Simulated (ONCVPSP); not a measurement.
## Zn: one change to an ONCV potential, before and after

- Element: Zn
- Generator: ONCVPSP 4.0.1
- Type: optimised norm-conserving Vanderbilt (ONCV)
- Functional: PBEsol
- Relativity: scalar-relativistic
- Frozen core: [Ar]
- Valence charge: 12
- Reference configuration: 3d10 4s2
- Partial waves: 4s: rc 1.65 bohr, ncon 5, nbas 8, qcut 5 1/bohr, 2 projectors, debl 0.5 Ha; p scattering state at 0.07 Ha: rc 1.50 bohr, ncon 4, nbas 8, qcut 5.2 1/bohr, 1 projector; 3d: rc 0.80 bohr, ncon 3, nbas 7, qcut 18.9 1/bohr, 2 projectors, debl 0.8 Ha
- Local potential: polynomial inside 0.65 bohr (lpopt 4, dvloc0 0 Ha)
- Core correction: none

All-electron outer shells of the reference configuration (PBEsol, scalar-relativistic, ld1.x):

```
shell  level (eV)  outermost node (bohr)  outermost maximum (bohr)
   3p      -83.26                   0.25                      0.59
   3d      -10.17                      –                      0.56
   4s       -6.00                   0.85                      2.09
```

Change: core correction polynomial model core, fcfact 0.75.

Cutoffs: the cutoffs (Ha) at which the residual kinetic energy of the hardest occupied pseudo-wave falls to 1 and 0.1 mHa per electron; they do not see the model core or the augmentation charge, which bear on the density cutoff. Errors are all-electron minus pseudo energies relative to the spin-unpolarised reference configuration.

Task: What does the change do?

Result: The potential gets neither clearly harder nor softer (137 Ha and 155 Ha → 137 Ha and 155 Ha); both files keep a bound ghost (p, s); of the 4 tests that both files solve, the error grows in 4 and shrinks in 0 by more than 15 % and 0.3 meV (median size 7.9 → 30.8 meV). A model core, the more so a compact one, raises the density cutoff, which this test does not measure.

| quantity | base | changed |
| --- | --- | --- |
| cutoff, loose | 137 Ha | 137 Ha |
| cutoff, tight | 155 Ha | 155 Ha |
| bound ghosts | s, p | s, p |
| GHOST(+) flags under 300 eV | none | none |
| error for 3d10 4s1, meV [ΔE 9.90 eV] | -5.4 | -8.8 |
| error for 3d10 4s0, meV [ΔE 28.25 eV] | -10 | -53 |
| error for 3d9 4s0, meV [ΔE 68.76 eV] | +61 | -100 |
| error for 3d10 4s1 4p1, meV [ΔE 5.13 eV] | -1.6 | -3.6 |
| s: phases at 1.67 bohr within 0.05 rad from the reference energy up to (Ha; the scan ends near 5) | to the end of the scan | to the end of the scan |
| p: phases at 1.52 bohr within 0.05 rad from the reference energy up to (Ha; the scan ends near 5) | 4.6 | 4.6 |
| d: phases at 0.81 bohr within 0.05 rad from the reference energy up to (Ha; the scan ends near 5) | to the end of the scan | to the end of the scan |

 A true bound ghost makes a file unfit for plane-wave use even where its test errors are small: the radial tests pick states by their node count and pass the ghost by.
